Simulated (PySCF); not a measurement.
**AsSe₂⁺: from structure and modes to constants**

Level of theory: PySCF, PBE0, basis As def2-TZVP, Se def2-TZVP (no relativity, density fitting).

The singlet minimum has D∞h symmetry. Masses (u): As 74.92160, Se 79.91652.

```xyz
3
charge 1 multiplicity 1, angstrom
As    0.0000    0.0000    0.0000
Se    0.0000    0.0000    2.0886
Se    0.0000    0.0000   -2.0886
```

Harmonic wavenumbers (cm⁻¹): 87.4 (πu, ×2), 307.2 (σg+, ×1), 536.2 (σu+, ×1).

Problem. Find the principal moments of inertia and the rotational constants. What kind of rotor is it?

Solution. About the centre of mass I = 697.24 u Å². With B = 16.8576/I this gives 0.02418 cm⁻¹. The molecule is linear.

Problem. What is the harmonic zero-point energy?

Solution. Half the sum of all 4 wavenumbers, 1018/2 = 509 cm⁻¹, which is 6.1 kJ/mol (1 cm⁻¹ = 0.0119627 kJ/mol).

Problem. Find the vibrational entropy and heat capacity at 298.15 K.

Solution. With u = 1.43878 ω/T, each mode gives S = R[u/(eᵘ−1) − ln(1−e⁻ᵘ)] and C = R u² eᵘ/(eᵘ−1)².
| ω (cm⁻¹) | u | S (J/(mol K)) | C (J/(mol K)) |
| --- | --- | --- | --- |
| 87.4 (×2) | 0.422 | 15.55 | 8.19 |
| 307.2 | 1.482 | 5.76 | 6.95 |
| 536.2 | 2.588 | 2.40 | 4.89 |
The sums over all modes are S = 39.3 and C = 28.2 J/(mol K); the softest mode gives 40 % of the entropy (each member, where degenerate).

Problem. Give the standard entropy (298.15 K, 1 bar) by its translational, rotational, vibrational and spin parts, and Cp.

Solution. Sackur–Tetrode with M = 234.75 u gives 176.9; rotation with symmetry number 2 gives 77.8; vibration 39.3; spin R ln 1 = 0.0. The total is 294.1 J/(mol K), and Cp = 7/2 R + 28.2 = 57.3 J/(mol K).

Problem. Find the bond force constant k and the stretch–stretch coupling k′ of the valence force field.

Solution. For linear XMX, 4π²c²ω(σg)² = (k + k′)/mX and 4π²c²ω(σu)² = (k − k′)(1 + 2mX/mM)/mX. So k + k′ = 4.443 and k − k′ = 4.321 mdyn/Å, giving k = 4.382 and k′ = 0.061 mdyn/Å.

Only a few start shapes were tried, so a lower isomer may exist.
